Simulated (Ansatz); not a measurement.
Mn₂O₄⁺, 6 atoms. Hardware: 4 threads of Arm Neoverse V2 on a shared host.

Correlated methods freeze 14 core orbitals; core or outer-core shells of Mn are correlated, in sets that lack core-valence functions. In CCSD on the charge 1 doublet the largest single amplitude is 0.73, so its Hartree–Fock determinant may place the open shell otherwise than the density functionals do.

Q: How many basis functions does each of these Ansatz runs have, and roughly what does it cost? HF/def2-TZVP, charge 1 doublet, energy, from earlier orbitals; r2SCAN-D4/def2-TZVP, charge 1 doublet, energy, from earlier orbitals; PBE-D4/def2-SVP, charge 1 doublet, relaxation, 37 steps; MP2/def2-TZVP, charge 1 doublet, energy, from earlier orbitals; PBE-D4/def2-TZVP, charge 1 doublet, energy and forces, from earlier orbitals; PBE0-D4/def2-SVP, charge 1 doublet, energy, from earlier orbitals; PBE-D4/def2-SVP, charge 1 doublet, energy with a search over starts; CCSD(T)/def2-SVP, charge 1 doublet, energy, from earlier orbitals; PBE-QIDH/def2-TZVP, charge 1 doublet, energy, from earlier orbitals; PBE-D4/def2-SVP, charge 1 doublet, energy, from earlier orbitals; CAM-B3LYP-D4/def2-TZVP, charge 1 doublet, energy, from earlier orbitals; HF/STO-3G, charge 1 doublet, energy.

A: Other jobs shared the machine, so times can vary by a factor of up to 3. A dash marks memory too small to be measured apart from the calling script's.

```
                                                                         run  functions  fitting or Cholesky vectors  wall time  peak host memory (GiB)
                                         HF/STO-3G, charge 1 doublet, energy         56                          800      2.1 s                       –
           PBE0-D4/def2-SVP, charge 1 doublet, energy, from earlier orbitals        118                         1212      4.3 s                       –
            PBE-D4/def2-SVP, charge 1 doublet, energy, from earlier orbitals        118                         1426      4.4 s                       –
PBE-D4/def2-TZVP, charge 1 doublet, energy and forces, from earlier orbitals        214                         1488      7.5 s                       –
        r2SCAN-D4/def2-TZVP, charge 1 doublet, energy, from earlier orbitals        214                         1488       14 s                       –
     CAM-B3LYP-D4/def2-TZVP, charge 1 doublet, energy, from earlier orbitals        214                         1578       17 s                     1.1
         PBE-QIDH/def2-TZVP, charge 1 doublet, energy, from earlier orbitals        214                         1670       22 s                    0.92
              MP2/def2-TZVP, charge 1 doublet, energy, from earlier orbitals        214                         1670       28 s                    0.98
               HF/def2-TZVP, charge 1 doublet, energy, from earlier orbitals        214                         1994       30 s                     1.4
         PBE-D4/def2-SVP, charge 1 doublet, energy with a search over starts        118                         1426       30 s                       –
                     PBE-D4/def2-SVP, charge 1 doublet, relaxation, 37 steps        118                         1426       94 s                       –
           CCSD(T)/def2-SVP, charge 1 doublet, energy, from earlier orbitals        118                         1212    2.7 min                     1.9
```
